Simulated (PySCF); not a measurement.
**Spinor energies of Ir³²⁺ (iridium, charge +32)**

Start: [Kr] 4d9; 4d3/2 filled at m_j = -3/2, -1/2, +1/2, +3/2; 4d5/2 filled at m_j = -3/2, -1/2, +1/2, +3/2, +5/2. Calculated with PySCF 2.14 in an even-tempered Gaussian basis (17 s from 3.1 bohr⁻², ratio 2.8; 14 p from 4.1 bohr⁻², ratio 2.8; 9 d from 4.1 bohr⁻², ratio 2.8; 3 f from 19 bohr⁻², ratio 3): generalised Hartree-Fock with the X2C-1e Hamiltonian and a Gaussian nucleus; one run each with spin-orbit coupling (SO) switched off, then screened by Boettger's factors.

```json
{"spinor shell": "1s1/2", "electrons": "2", "ε, spin-free (eV)": "-77748.1", "ε, screened SO (eV)": "-77721.4", "weight of nominal j (screened SO)": "1.000", "rms radius, screened SO (bohr)": "0.0197"}
{"spinor shell": "2s1/2", "electrons": "2", "ε, spin-free (eV)": "-14759.3", "ε, screened SO (eV)": "-14750.8", "weight of nominal j (screened SO)": "1.000", "rms radius, screened SO (bohr)": "0.0796"}
{"spinor shell": "2p1/2", "electrons": "2", "ε, spin-free (eV)": "-12989.9", "ε, screened SO (eV)": "-14158.1", "weight of nominal j (screened SO)": "1.000", "rms radius, screened SO (bohr)": "0.0675"}
{"spinor shell": "2p3/2", "electrons": "4", "ε, spin-free (eV)": "-12989.9", "ε, screened SO (eV)": "-12525.2", "weight of nominal j (screened SO)": "1.000", "rms radius, screened SO (bohr)": "0.0753"}
{"spinor shell": "3s1/2", "electrons": "2", "ε, spin-free (eV)": "-4445.7", "ε, screened SO (eV)": "-4442.9", "weight of nominal j (screened SO)": "1.000", "rms radius, screened SO (bohr)": "0.203"}
{"spinor shell": "3p1/2", "electrons": "2", "ε, spin-free (eV)": "-3919.8", "ε, screened SO (eV)": "-4181.0", "weight of nominal j (screened SO)": "1.000", "rms radius, screened SO (bohr)": "0.194"}
{"spinor shell": "3p3/2", "electrons": "4", "ε, spin-free (eV)": "-3919.8", "ε, screened SO (eV)": "-3813.7", "weight of nominal j (screened SO)": "1.000", "rms radius, screened SO (bohr)": "0.209"}
{"spinor shell": "3d3/2", "electrons": "4", "ε, spin-free (eV)": "-3336.2", "ε, screened SO (eV)": "-3382.9", "weight of nominal j (screened SO)": "1.000", "rms radius, screened SO (bohr)": "0.183"}
{"spinor shell": "4s1/2", "electrons": "2", "ε, spin-free (eV)": "-1818.6", "ε, screened SO (eV)": "-1817.7", "weight of nominal j (screened SO)": "1.000", "rms radius, screened SO (bohr)": "0.422"}
{"spinor shell": "4p1/2", "electrons": "2", "ε, spin-free (eV)": "-1624.6", "ε, screened SO (eV)": "-1702.2", "weight of nominal j (screened SO)": "1.000", "rms radius, screened SO (bohr)": "0.424"}
{"spinor shell": "4p3/2", "electrons": "4", "ε, spin-free (eV)": "-1624.6", "ε, screened SO (eV)": "-1592.4", "weight of nominal j (screened SO)": "1.000", "rms radius, screened SO (bohr)": "0.453"}
{"spinor shell": "4d3/2", "electrons": "4", "ε, spin-free (eV)": "-1393.7", "ε, screened SO (eV)": "-1406.7", "weight of nominal j (screened SO)": "0.995", "rms radius, screened SO (bohr)": "0.445"}
{"spinor shell": "4d5/2", "electrons": "5", "ε, spin-free (eV)": "-1393.7", "ε, screened SO (eV)": "-1384.3", "weight of nominal j (screened SO)": "0.996", "rms radius, screened SO (bohr)": "0.453"}
```

Where does 3d5/2 lie, and what is the 3d spin-orbit splitting (screened SO)?

At -3302.8 eV, 80.041 eV above 3d3/2.

```json
{"quantity": "E (hartree)", "spin-free": "-17281.14485", "screened SO": "-17306.28934"}
{"quantity": "M_J", "spin-free": "5/2", "screened SO": "5/2"}
{"quantity": "⟨J²⟩", "spin-free": "8.751", "screened SO": "8.751"}
{"quantity": "⟨L²⟩", "spin-free": "6.000", "screened SO": "6.099"}
{"quantity": "⟨S²⟩", "spin-free": "0.750", "screened SO": "0.849"}
```

Each row is a mean over spinors that exchange with the open shell spreads, by up to 15.100 eV (4p3/2).

Breit and QED terms are absent; they matter most for the inner s and p1/2 levels.

Densities and radii are taken from the X2C orbitals without a picture-change correction, which distorts them close to the nucleus.

Without spin-orbit coupling the j labels of p, d and f shells carry no meaning; the spin-free column gives the mean over the occupied spinors of each nl shell.
